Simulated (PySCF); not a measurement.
This PySCF input asks for the NMR shieldings of `C=C[C@@](F)(CC(F)(F)F)C(=O)F`, C6H5F5O; the geometry comes from GFN2-xTB.

```python
import basis_set_exchange as bse
import numpy as np
from pyscf import gto, dft
from pyscf.prop import nmr

atoms = """
C     1.681609    1.238457   -0.950914
C     1.034850    0.112738   -0.722119
C     0.367227   -0.207618    0.598260
F     0.530631    0.823957    1.493513
C    -1.138239   -0.497216    0.458729
C    -1.855149    0.533786   -0.402976
F    -1.580825    1.793888   -0.068536
F    -1.560883    0.404471   -1.705165
F    -3.183659    0.383120   -0.301788
C     1.097632   -1.409801    1.181723
O     1.830626   -1.469397    2.094192
F     0.832464   -2.517806    0.431933
H     1.768774    2.004439   -0.199196
H     2.133557    1.433145   -1.906938
H     0.932486   -0.664455   -1.464969
H    -1.596617   -0.474046    1.450842
H    -1.301482   -1.475632    0.003501
"""
names = dict.fromkeys(["C", "F", "O", "H"], "pcSseg-1")
basis = {el: gto.basis.parse(bse.get_basis(n, elements=[el], fmt="nwchem")) for el, n in names.items()}
mol = gto.M(atom=atoms, basis=basis, charge=0, verbose=0)
mf = dft.RKS(mol, xc="PBE0")
mf.grids.level = 2
mf.grids.alignment = dft.numint.BLKSIZE   # the property module wants whole blocks of grid points
mf.conv_tol = 1e-9
mf.kernel()

calc = nmr.RKS(mf)   # GIAO
C = mf.mo_coeff
Co = C[:, mf.mo_occ > 0]
resp = mf.gen_response(singlet=True, hermi=2)
def vind(x):   # induced exchange potential for any number of trial vectors
    d = np.einsum("pi,xij,qj->xpq", C, 2 * x.reshape(-1, C.shape[1], Co.shape[1]), Co, optimize=True)
    return np.einsum("xpq,pi,qj->xij", resp(d - d.transpose(0, 2, 1)), C, Co, optimize=True).ravel()
mo1, _ = nmr.rhf.solve_mo1(calc, with_cphf=vind)
sigma = calc.kernel(mo1)
for i, s in enumerate(sigma):   # ppm
    print("%2d %-2s %9.2f" % (i, mol.atom_pure_symbol(i), np.trace(s) / 3))
```

Question: Give the expected output.

Answer: 
```
 0 C      57.81
 1 C      49.21
 2 C      90.90
 3 F     363.14
 4 C     141.48
 5 C      53.54
 6 F     254.64
 7 F     241.18
 8 F     242.48
 9 C      21.25
10 O    -114.20
11 F     143.85
12 H      25.34
13 H      25.62
14 H      25.58
15 H      28.85
16 H      28.71
```

These numbers come from an equivalent density-fitted implementation of the same equations, which agrees with the script to about 0.01 ppm for H and up to a few tenths of a ppm for heavy atoms, so last digits may differ.

Question: Turn these shieldings into chemical shifts. δ = σ(ref) − σ, references computed at the same level: 13C (σref 186.93) and 1H (σref 31.72) vs TMS; 19F (σref 170.95) vs CFCl3; H2O for 17O (σref 336.08).

Answer: Averaging equivalent atoms: C 9: 165.7; C 1: 137.7; C 5: 133.4; C 0: 129.1; C 2: 96.0; C 4: 45.4; F 11: 27.1; F 6/7/8: -75.2; F 3: -192.2; O 10: 450.3; H 12: 6.38; H 14: 6.14; H 13: 6.09; H 16: 3.00; H 15: 2.87 ppm. Unscaled 19F shifts against computed CFCl3 carry errors that often reach 10 to 50 ppm. Unscaled 17O shifts of doubly bonded oxygen tend to come out too high, by tens of ppm or more. Experimental scales use liquid or dissolved standards, which lie at an offset from isolated H2O (liquid H2O: subtract about 36 ppm).

Size and cost of the density-fitted run: 229 basis functions, 62 s wall time on 1 thread of an Arm Neoverse V1, shared host; peak memory 1.1 GiB.
